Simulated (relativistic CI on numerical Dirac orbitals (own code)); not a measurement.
# From line strength to rate: K 11690.21 Å (air)

Problem. For 4p 2P°_1/2 – 3d 2D_3/2 of K a semi-empirical relativistic CI calculation gives the line strength S = 72.4 e²a₀² in the length gauge. The measured levels are 12985.17 and 21536.99 cm⁻¹ (NIST Handbook). Find gf, f, A and the partial lifetime.

Working.
1. σ = 21536.99 − 12985.17 = 8551.82 cm⁻¹, so the vacuum wavelength is 10⁸/σ = 11693.42 Å.
2. gf = 303.756 S/λ(Å) = 1.881, log gf = 0.274; with g = 2 for the lower level, f = 0.94.
3. A = 2.02613 × 10¹⁸ S/(g_u λ³) with g_u = 4: A = 2.29 × 10^7 s⁻¹.
4. The partial lifetime for this S is 1/A = 43.6 ns; in the calculation this line carries 83 % of the decay of the upper level.

Check. The Handbook lists A = 2.20 × 10^7 s⁻¹, a tabulated value with its own uncertainty (a few per cent for the best lines, 25 % or more for others); ours lies 4 % above it. The velocity form of the same calculation gives S = 58.3, and the gap between the two forms is a rough gauge of the error in S. With the computed energy (8923 cm⁻¹) in place of the measured one the rate would change by the factor (σ_calc/σ)³ = 1.14.
